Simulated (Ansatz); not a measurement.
The same substitution along the group O, S, Se.

Gas-phase electronic energies from Ansatz, PBE0-D4/def2-TZVP geometries. CCSD(T)/CBS is the MP2 limit (def2-TZVPP, def2-QZVPP) plus CCSD(T) − MP2 in def2-TZVPP, frozen cores. This one scheme is used for every species. DFT in def2-TZVPP. def2 core potentials past Kr. For I, Se outer-core shells are correlated without core-valence functions, which leaves a few kJ/mol of doubt a bond. Scalar relativity is left out up to krypton. One conformer a species, not always the lowest.

```tsv
reaction	MP2/CBS(def2) (eV)	RPA@PBE/def2-TZVPP (eV)	CCSD(T)/CBS(def2) (eV)
`C=C(O)F` + HI → `C=C(F)I` + H₂O	-0.05	0.15	0.05
`C=C(F)S` + HI → `C=C(F)I` + H₂S	0.02	0.05	0.04
`C=C(F)[SeH]` + HI → `C=C(F)I` + H₂Se	0.06	0.12	0.08
```

Largest T1 diagnostic: 0.012, for `C=C(F)S`.
